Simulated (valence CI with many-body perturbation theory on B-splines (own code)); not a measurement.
# E1 line list for W XXVI

Level of theory: valence CI with perturbative core correlation (CI+MBPT): three valence electrons over a frozen Dirac-Fock core [Kr] 4d10, radial functions for each j: 8 s, 8 p, 9 d, 9 f, 6 g, 3 h, 2 i, with the one-electron correlation potential Σ1 (screened to all orders), the two-electron term Σ2, the three-electron term Σ3, Breit, model QED; selected single and double excitations, second order for the rest (own B-spline code, finite nucleus).

No measured spectrum was set against this ion. As an estimate, terms of the open shell hold to a few per cent of their energy, and close levels can change places. Core correlation moves these levels by up to 48000 cm⁻¹, and in measured spectra 5 to 20 % of such shifts remained as error; rates that hang on mixing are uncertain with them.

Lines 1 to 50 of 154 in falling wavelength, among levels below 1031400 cm⁻¹, chosen from the strongest by gf and those to the six lowest levels. Wavelengths and rates use the calculated energies, so an error of 2000 cm⁻¹ moves a line at 134.6 Å by 0.27 % and its rate by three times that or more. Electric multipoles are in the length gauge, E1 and E2 with the static RPA response of the core. Weak lines are less certain than strong ones. Lines between different terms over intervals too small for the method are left out, as are lines whose strength nearly cancels. Where a level lies close to another of its J and parity, the split of strength between their lines is uncertain. The highest levels of a list are the least certain.

Names give the largest LS component (configuration and term), which can be under half, so a name can repeat, a term be missing and a line seem to break the LS rules; names also repeat where a configuration has a term twice. Letters in brackets count levels of one name in rising energy.

| λ vac (Å) | Upper | Lower | A (s⁻¹) | S (a.u.) |
| --- | --- | --- | --- | --- |
| 134.6 | 4f²5s ⁴H_9/2 | 4f³ ²G°_7/2 [b] | 1.98e+04 | 2.39e-07 |
| 133.2 | 4f²5s ²G_9/2 | 4f³ ²F°_7/2 [b] | 2.20e+04 | 2.57e-07 |
| 130.1 | 4f²5s ²H_9/2 | 4f³ ²G°_7/2 [b] | 4.28e+04 | 4.65e-07 |
| 127.9 | 4f²5s ⁴F_9/2 | 4f³ ²G°_9/2 [b] | 2.99e+04 | 3.09e-07 |
| 127.7 | 4f²5s ²G_7/2 | 4f³ ²G°_7/2 [b] | 8.41e+04 | 6.92e-07 |
| 125.4 | 4f²5s ²H_11/2 | 4f³ ²G°_9/2 [b] | 7.72e+04 | 9.01e-07 |
| 125.4 | 4f²5s ²G_7/2 | 4f³ ²F°_7/2 [a] | 9.31e+04 | 7.24e-07 |
| 124.1 | 4f²5s ⁴F_9/2 | 4f³ ²H°_11/2 [c] | 2.54e+04 | 2.39e-07 |
| 123.4 | 4f²5s ²G_9/2 | 4f³ ²G°_9/2 [b] | 2.02e+05 | 1.88e-06 |
| 123.1 | 4f²5s ²F_7/2 | 4f³ ²G°_7/2 [b] | 1.03e+05 | 7.59e-07 |
| 122.5 | 4f²5s ²F_7/2 | 4f³ ²G°_9/2 [b] | 1.33e+05 | 9.68e-07 |
| 122.1 | 4f²5s ²F_5/2 | 4f³ ²F°_5/2 [a] | 1.13e+05 | 6.11e-07 |
| 122.0 | 4f²5s ²G_7/2 | 4f³ ²F°_5/2 [a] | 6.94e+04 | 4.98e-07 |
| 121.7 | 4f²5s ²G_9/2 | 4f³ ²F°_7/2 [a] | 3.07e+04 | 2.73e-07 |
| 121.6 | 4f²5s ²D_5/2 | 4f³ ²D°_5/2 [c] | 7.34e+04 | 3.91e-07 |
| 121.0 | 4f²5s ⁴F_9/2 | 4f³ ⁴D°_7/2 | 1.34e+05 | 1.17e-06 |
| 120.9 | 4f²5s ²F_7/2 | 4f³ ²F°_7/2 [a] | 9.55e+04 | 6.66e-07 |
| 120.7 | 4f²5s ²G_7/2 | 4f³ ²H°_9/2 [b] | 9.34e+04 | 6.48e-07 |
| 120.5 | 4f²5s ²H_9/2 | 4f³ ²I°_11/2 | 1.29e+05 | 1.11e-06 |
| 120.2 | 4f²5s ²G_7/2 | 4f³ ⁴D°_7/2 | 3.59e+04 | 2.46e-07 |
| 119.8 | 4f²5s ²G_9/2 | 4f³ ²H°_11/2 [c] | 7.26e+04 | 6.16e-07 |
| 119.7 | 4f²5s ⁴F_5/2 | 4f³ ²D°_5/2 [a] | 5.65e+04 | 2.87e-07 |
| 119.2 | 4f²5s ⁴F_9/2 | 4f³ ²I°_11/2 | 7.32e+04 | 6.12e-07 |
| 119.1 | 4f²5s ²H_9/2 | 4f³ ²H°_11/2 [b] | 9.14e+04 | 7.63e-07 |
| 119.0 | 4f²5s ⁴H_9/2 | 4f³ ⁴G°_7/2 | 6.59e+04 | 5.48e-07 |
| 118.9 | 4f²5s ⁴F_7/2 | 4f³ ²D°_5/2 [b] | 3.17e+04 | 2.10e-07 |
| 118.7 | 4f²5s ²D_3/2 | 4f³ ²D°_3/2 [c] | 7.57e+04 | 2.50e-07 |
| 118.5 | 4f²5s ²H_11/2 | 4f³ ²I°_13/2 | 5.30e+05 | 5.22e-06 |
| 118.4 | 4f²5s ⁴H_7/2 | 4f³ ⁴G°_5/2 | 8.78e+04 | 5.76e-07 |
| 118.3 | 4f²5s ⁴H_13/2 | 4f³ ²I°_11/2 | 2.51e+04 | 2.87e-07 |
| 118.3 | 4f²5s ⁴H_11/2 | 4f³ ⁴G°_9/2 | 7.64e+04 | 7.49e-07 |
| 117.9 | 4f²5s ²D_3/2 | 4f³ ²F°_5/2 [a] | 7.10e+04 | 2.30e-07 |
| 117.6 | 4f²5s ⁴F_7/2 | 4f³ ²D°_5/2 [a] | 1.57e+05 | 1.01e-06 |
| 117.5 | 4f²5s ²H_9/2 | 4f³ ²G°_7/2 [a] | 7.59e+04 | 6.08e-07 |
| 117.5 | 4f²5s ⁴H_9/2 | 4f³ ⁴F°_7/2 | 5.80e+04 | 4.64e-07 |
| 117.3 | 4f²5s ⁴H_7/2 | 4f³ ⁴F°_5/2 | 1.57e+04 | 1.00e-07 |
| 117.0 | 4f²5s ⁴P_5/2 | 4f³ ²D°_5/2 [c] | 1.08e+05 | 5.13e-07 |
| 117.0 | 4f²5s ⁴H_13/2 | 4f³ ²H°_11/2 [b] | 7.07e+04 | 7.82e-07 |
| 116.9 | 4f²5s ²H_11/2 | 4f³ ²G°_9/2 [a] | 9.07e+04 | 8.59e-07 |
| 116.9 | 4f²5s ²G_9/2 | 4f³ ⁴D°_7/2 | 1.06e+05 | 8.40e-07 |
| 116.8 | 4f²5s ⁴F_7/2 | 4f³ ⁴G°_9/2 | 7.55e+04 | 4.75e-07 |
| 116.7 | 4f²5s ⁴H_7/2 | 4f³ ²H°_9/2 [a] | 4.16e+03 | 2.61e-08 |
| 116.7 | 4f²5s ²F_5/2 | 4f³ ²D°_5/2 [a] | 4.42e+04 | 2.08e-07 |
| 116.6 | 4f²5s ⁴F_5/2 | 4f³ ⁴G°_7/2 | 8.27e+04 | 3.88e-07 |
| 116.5 | 4f²5s ⁴F_7/2 | 4f³ ²G°_7/2 [a] | 4.29e+04 | 2.68e-07 |
| 116.4 | 4f²5s ⁴P_3/2 | 4f³ ²F°_5/2 [a] | 8.76e+04 | 2.72e-07 |
| 116.3 | 4f²5s ²H_9/2 | 4f³ ²H°_11/2 [a] | 7.18e+04 | 5.58e-07 |
| 116.2 | 4f²5s ⁴F_9/2 | 4f³ ²G°_7/2 [a] | 5.61e+04 | 4.35e-07 |
| 116.0 | 4f²5s ⁴H_9/2 | 4f³ ²H°_9/2 [a] | 4.28e+03 | 3.30e-08 |
| 115.9 | 4f²5s ⁴F_3/2 | 4f³ ⁴G°_5/2 | 1.38e+05 | 4.24e-07 |
